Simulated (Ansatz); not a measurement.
Correlation energies of `O=S(=O)(O)c1ccc[se]1` by basis set

```xyz
13

O     0.2963    2.0578   -1.6843
S    -0.4374    1.8694   -0.4738
O    -0.4452    2.8265    0.5760
O    -1.9699    1.6838   -0.8672
C    -0.0012    0.3268    0.1842
C     0.7037   -0.6384   -0.4691
C     0.9262   -1.8090    0.2961
C     0.4005   -1.7718    1.5506
Se   -0.4559   -0.1770    1.9105
H    -2.0161    1.3312   -1.7660
H     1.0672   -0.4937   -1.4785
H     1.4765   -2.6613   -0.0818
H     0.4551   -2.5443    2.3034
```

Total charge 0; spin multiplicity 1. Correlated methods include outer-core shells of Se, which these sets cover unevenly. Scalar relativity is left out up to krypton. All single points use the PBE0-D4/def2-TZVP geometry. It is one conformer, not always the lowest. Frozen core, restricted reference, Ansatz.

```json
{"basis": "def2-SVP", "HF (Eh)": "-3174.91533", "MP2 corr.": "-1.45142"}
{"basis": "def2-TZVPP", "HF (Eh)": "-3175.87667", "MP2 corr.": "-1.80178"}
{"basis": "def2-QZVPP", "HF (Eh)": "-3175.95467", "MP2 corr.": "-2.22007"}
```

Q: Estimate the CCSD correlation energy and the (T) correction in each basis where they were run (hartree).

A: 
| basis | CCSD corr. | (T) |
| --- | --- | --- |
| def2-SVP | -1.47024 | -0.05558 |
| def2-TZVPP | -1.80173 | -0.08954 |
